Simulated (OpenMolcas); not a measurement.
Cu3+ (d8) in a complex was computed by CASSCF with the d shell active (OpenMolcas, ANO-RCC-VDZP on the metal). Its lowest spin-free states, and all those of the highest spin:

```json
{"2S+1": "3", "Degeneracy": "3", "E (cm-1)": "0.0"}
{"2S+1": "3", "Degeneracy": "3", "E (cm-1)": "3199"}
{"2S+1": "3", "Degeneracy": "1", "E (cm-1)": "9834"}
{"2S+1": "1", "Degeneracy": "2", "E (cm-1)": "10206"}
{"2S+1": "1", "Degeneracy": "3", "E (cm-1)": "12505"}
{"2S+1": "3", "Degeneracy": "3", "E (cm-1)": "17545"}
{"2S+1": "1", "Degeneracy": "1", "E (cm-1)": "19361"}
{"2S+1": "1", "Degeneracy": "3", "E (cm-1)": "20135"}
{"2S+1": "1", "Degeneracy": "3", "E (cm-1)": "20327"}
{"2S+1": "1", "Degeneracy": "2", "E (cm-1)": "25456"}
{"2S+1": "1", "Degeneracy": "1", "E (cm-1)": "39973"}
```

Task: Is the site octahedral, tetrahedral or cube-like, axial, or of lower symmetry?

Result: The states with 2S+1 = 3 have orbital degeneracies 3, 3, 1, 3. Threefold states need a cubic site. For d8 at this spin an octahedron puts the single A2 below the threefold T2 and a tetrahedron or cube puts the threefold T1 below the threefold T2, so the site is a tetrahedron or a cube, which this pattern cannot tell apart. The run had Cu3+ with 4 ligands (chloride) in tetrahedral coordination (Td) at 2.29 Å. A charge of +0.25 e stands 2.4 Å behind each ligand. Ligand basis ANO-RCC-VDZP.

An orbital triplet at a regular site is open to Jahn-Teller coupling, which can distort the site and quench the lowest spin-orbit gaps and is left out. Without dynamic correlation the repulsion within the d shell is too large (B by tens of per cent), so at a given field states of lower spin stand too high. The least metal-like active orbital is 73 % on the metal (Löwdin) and no ligand orbital is active, so the numbers are rough. Ligand-to-metal charge-transfer states are missing. With no ligand orbital active B as a rule stays too high, so bands that hang on it stand too high and its fall with covalency is understated. With metal d orbitals alone and no dynamic correlation the field as a rule comes out too small, by tens of per cent, by up to half for chloride and softer ligands, and with too little covalency χT stands high. The distance lies 6 % over the 2.17 Å that this model takes as the normal distance (a Shannon-type radius plus a fixed donor radius); by an R⁻⁵ law this alone changes a d-shell field by about -24 %. No measured value stands beside these numbers; the geometry was imposed, not optimised, and the real ion may take another.
